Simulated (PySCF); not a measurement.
Species: C3H7ClO2S.
SMILES: `CCCS(=O)(=O)Cl`

Level of theory: TDDFT B3LYP/def2-SVPD, vertical, gas phase, core orbitals frozen in the response in PySCF. One conformer (not necessarily the lowest) at the PBE0-D3(BJ)/def2-SVP geometry, without solvent, vibrations or thermal averaging. Torsions of this conformer, `[CH3:1][CH2:2][CH2:3][S:4](=[O:5])(=[O:6])[Cl:7]`: C1–C2–C3–S4 73°, C2–C3–S4–O5 176°.

Predict the UV-vis stick spectrum at this level.

| state | E (eV) | E (hartree) | f | main configurations (H = HOMO, L = LUMO) |
| --- | --- | --- | --- | --- |
| S1 | 5.30 | 0.1947 | 0.0034 | H→L (96%) |
| S2 | 5.77 | 0.2120 | 0.018 | H-1→L (55%), H-2→L (39%) |
| S3 | 5.91 | 0.2171 | 0.038 | H-2→L (57%), H-1→L (33%) |
| S4 | 5.98 | 0.2196 | 0.0062 | H-3→L (89%) |
| S5 | 6.84 | 0.2514 | 0.012 | H-4→L (40%), H-5→L (31%), H-6→L (23%) |
| S6 | 7.10 | 0.2610 | 0.031 | H-6→L (50%), H-4→L (41%) |
| S7 | 7.29 | 0.2680 | 0.138 | H-5→L (44%), H-6→L (18%), H-7→L (17%) |
| S8 | 7.42 | 0.2727 | 0.0045 | H-7→L (59%), H-8→L (21%), H-5→L (13%) |
| S9 | 7.51 | 0.2761 | 0.030 | H-8→L (72%), H-7→L (19%) |
| S10 | 7.93 | 0.2914 | 0.0019 | H→L+1 (87%), H→L+2 (10%) |

Triplets, Tamm–Dancoff:

| state | E (eV) | λ (nm) | main configurations (H = HOMO, L = LUMO) |
| --- | --- | --- | --- |
| T1 | 4.68 | 264.9 | H→L (94%) |
| T2 | 4.97 | 249.5 | H-1→L (82%) |
| T3 | 5.24 | 236.7 | H-2→L (91%) |
| T4 | 5.60 | 221.3 | H-3→L (93%) |

The lowest singlet comes at 234 nm (511 kJ/mol) in the ultraviolet; it is very weak; its leading configuration is HOMO→LUMO (96%). The strongest level in the table is S7 at 7.29 eV (170 nm, f = 0.138). Löwdin shares by element: HOMO chlorine 51%, oxygen 43%; LUMO chlorine 41%, sulfur 28%, oxygen 22%. Of the 10 states listed, 6 reach f = 0.01 and none stays under 0.0005. The listed states span 2.63 eV, and the widest gap between neighbours is 0.86 eV (S4 to S5). The oscillator strengths of these states sum to 0.283; summed over the whole spectrum of an exact calculation they would give the number of electrons, 74 (Thomas–Reiche–Kuhn). All these states lie below the vertical ionisation energy of 11.03 eV (ΔSCF). Singlets were solved by full linear response, triplets in the Tamm–Dancoff approximation.

On one thread, Arm Neoverse V2 (aarch64), shared host with 48 logical CPUs at a one-minute load of 24, this took 3.5 min of wall time and 1.1 GiB of memory at its peak.
